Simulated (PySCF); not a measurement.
Compound: B9H9Te.
Bonds: B1–B3, B1–B4, B1–B5, B1–Te7, B1–B10, B2–B3, B2–B6, B2–Te7, B2–B8, B2–B10, B3–B4, B3–B6, B3–Te7, B4–B5, B4–B6, B4–B9, B5–B8, B5–B9, B5–B10, B6–B8, B6–B9, Te7–B10, B8–B9, B8–B10. Hydrogens: H11 on B1; H12 on B2; H13 on B3; H14 on B4; H15 on B5; H16 on B6; H17 on B8; H18 on B9; H19 on B10.

Method: PBE0-D3(BJ)/def2-SVP geometry optimisation, gas phase, def2 core potentials past Kr in PySCF 2.14.0; density fitting, grid level 1; the optimiser is geomeTRIC in internal coordinates, started from a GFN2-xTB structure with every atom displaced at random (about 0.03 Å).

Step 0: E = -13516.5807 eV
```
atom  x, y, z in Å  |  force x, y, z in eV/Å
B1      0.2594    0.5871   -1.4383   -0.948   1.562  -0.248
B2     -0.2683    0.9603    1.2480    0.202   1.691   0.198
B3      1.2731    0.8825    0.0921    0.571   1.064   0.031
B4      1.1987   -0.6112   -0.7176   -5.324   0.865   3.537
B5     -0.7646   -0.7347   -1.0345    1.213   0.120   1.870
B6      0.7825   -0.3914    1.1301    0.551  -0.690   0.208
Te7    -0.0596    2.6217   -0.3150   -0.484  -0.551  -0.081
B8     -1.0155   -0.4868    0.8268   -1.134  -0.984   0.426
B9      0.0478   -1.6105    0.2535    0.596  -0.579  -1.516
B10    -1.3965    0.7401   -0.2844    0.645   0.746  -0.798
H11     0.3380    0.9251   -2.5604    0.290   0.118  -0.670
H12    -0.4266    1.4964    2.3155   -0.032  -0.111  -0.103
H13     2.3299    1.3735    0.2158    0.796   0.168   0.147
H14     1.9423   -1.1208   -1.2598    3.899  -2.365  -2.531
H15    -1.3846   -1.3358   -1.8162   -0.516  -0.404  -0.636
H16     1.4376   -0.7036    2.0849    0.007   0.051   0.060
H17    -1.9185   -0.8882    1.5211    0.142  -0.007  -0.030
H18     0.0643   -2.7721    0.3529    0.076  -0.828   0.205
H19    -2.5023    1.0618   -0.5299   -0.549   0.135  -0.068
```

Step 1: E = -13517.3134 eV
```
atom  x, y, z in Å  |  force x, y, z in eV/Å
B1      0.2366    0.6236   -1.4378   -0.548   1.047  -0.560
B2     -0.2712    0.9908    1.2538    0.186   0.737   0.012
B3      1.2834    0.9089    0.1000    0.959   0.725   0.161
B4      1.1672   -0.6223   -0.6898   -1.638  -0.861   0.654
B5     -0.7615   -0.7333   -1.0051    0.621  -0.264   0.884
B6      0.7870   -0.4003    1.1431    0.138  -0.414  -0.059
Te7    -0.0790    2.6337   -0.3242   -0.323  -0.501  -0.007
B8     -1.0301   -0.5010    0.8387   -0.512  -0.492   0.168
B9      0.0503   -1.6481    0.2448    0.403  -0.324  -0.896
B10    -1.3995    0.7599   -0.2937    0.123   0.414  -0.519
H11     0.3319    0.9636   -2.5861    0.194  -0.135  -0.010
H12    -0.4337    1.5285    2.3132   -0.048  -0.049   0.021
H13     2.3743    1.3998    0.2236    0.032  -0.117   0.052
H14     2.0115   -1.1933   -1.2972    0.408   0.038  -0.087
H15    -1.3992   -1.3468   -1.8138   -0.033   0.074  -0.071
H16     1.4464   -0.7105    2.0975   -0.003   0.090   0.031
H17    -1.9286   -0.9043    1.5288    0.029   0.019   0.034
H18     0.0765   -2.8418    0.3391    0.033   0.042   0.133
H19    -2.5250    1.0863   -0.5501   -0.021  -0.029   0.059
```

Step 2: E = -13517.4666 eV
```
atom  x, y, z in Å  |  force x, y, z in eV/Å
B1      0.2200    0.6500   -1.4434   -0.298   0.543  -0.365
B2     -0.2690    1.0069    1.2530    0.151   0.223   0.012
B3      1.2979    0.9240    0.1030    0.723   0.287   0.169
B4      1.1338   -0.6329   -0.6728   -0.739  -0.653  -0.026
B5     -0.7533   -0.7346   -0.9839    0.351  -0.233   0.400
B6      0.7895   -0.4089    1.1445   -0.063  -0.188  -0.125
Te7    -0.0925    2.6308   -0.3330   -0.174  -0.289   0.035
B8     -1.0372   -0.5133    0.8427   -0.214  -0.194   0.088
B9      0.0549   -1.6681    0.2323    0.216   0.016  -0.427
B10    -1.3969    0.7688   -0.3046   -0.010   0.129  -0.270
H11     0.3343    0.9772   -2.5959    0.135  -0.175   0.047
H12    -0.4367    1.5441    2.3114   -0.050  -0.032   0.027
H13     2.3981    1.4008    0.2261   -0.070  -0.101   0.029
H14     2.0046   -1.2059   -1.2896   -0.028   0.328   0.170
H15    -1.3927   -1.3439   -1.8016    0.030   0.130  -0.016
H16     1.4523   -0.7142    2.0983    0.006   0.094   0.024
H17    -1.9340   -0.9164    1.5333   -0.006   0.053   0.038
H18     0.0898   -2.8635    0.3271    0.010   0.102   0.117
H19    -2.5254    1.0924   -0.5624    0.030  -0.040   0.073
```

Q: Estimate the geometry and energy of step 3. (The exact step hangs on the optimiser's Hessian estimate; all steps are aligned on step 2, rigid shifts and turns removed.)

A: E = -13517.5274 eV, largest force 0.503 eV/Å
```
atom  x, y, z in Å  |  force x, y, z in eV/Å
B1      0.2056    0.6714   -1.4528   -0.115   0.116  -0.092
B2     -0.2656    1.0154    1.2520    0.107  -0.082   0.039
B3      1.3161    0.9328    0.1062    0.308  -0.071   0.124
B4      1.0989   -0.6406   -0.6640    0.010  -0.274  -0.422
B5     -0.7447   -0.7364   -0.9678    0.060  -0.116   0.004
B6      0.7886   -0.4153    1.1411   -0.138  -0.008  -0.082
Te7    -0.1036    2.6229   -0.3365   -0.029  -0.044   0.041
B8     -1.0436   -0.5227    0.8455   -0.019   0.009   0.040
B9      0.0582   -1.6770    0.2205    0.032   0.088   0.009
B10    -1.3961    0.7719   -0.3139   -0.060  -0.066  -0.070
H11     0.3441    0.9739   -2.6072    0.072  -0.141   0.013
H12    -0.4401    1.5489    2.3117   -0.045  -0.017   0.009
H13     2.4208    1.3908    0.2310   -0.048  -0.030   0.015
H14     1.9905   -1.1959   -1.2811   -0.167   0.359   0.211
H15    -1.3825   -1.3352   -1.7942    0.025   0.108  -0.027
H16     1.4551   -0.7119    2.0952    0.013   0.070   0.014
H17    -1.9396   -0.9209    1.5400   -0.015   0.068   0.024
H18     0.1013   -2.8688    0.3245   -0.004   0.047   0.092
H19    -2.5264    1.0901   -0.5658    0.013  -0.016   0.057
```

The energy changes by -0.0608 eV. The first-order estimate −F·Δx gives -0.1029 eV and the mean of the old and new forces, exact on a quadratic surface, -0.0605 eV. The step makes an angle of 41° with the force vector and moves no atom by more than 0.037 Å.

What follows is the cost of the whole optimisation. On one thread of an Arm Neoverse V1, shared host, this took 5.2 min and 0.95 GiB of memory at its peak.
